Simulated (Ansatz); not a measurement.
Task: Name a neutral molecule of F, O, Ti and H with HOMO–LUMO gap (PBE0/def2-TZVPP) between 7.85 and 8.15 eV and HOMO energy (PBE/def2-TZVPP) between -8.90 and -8.60 eV (Ansatz, PBE0-D4/def2-TZVP geometry).

Result: `[OH][Ti]([F])([F])[F]` (8.04 eV, -8.79 eV). Other molecules can fit too; these were computed, each in one conformer that needn't be the lowest.
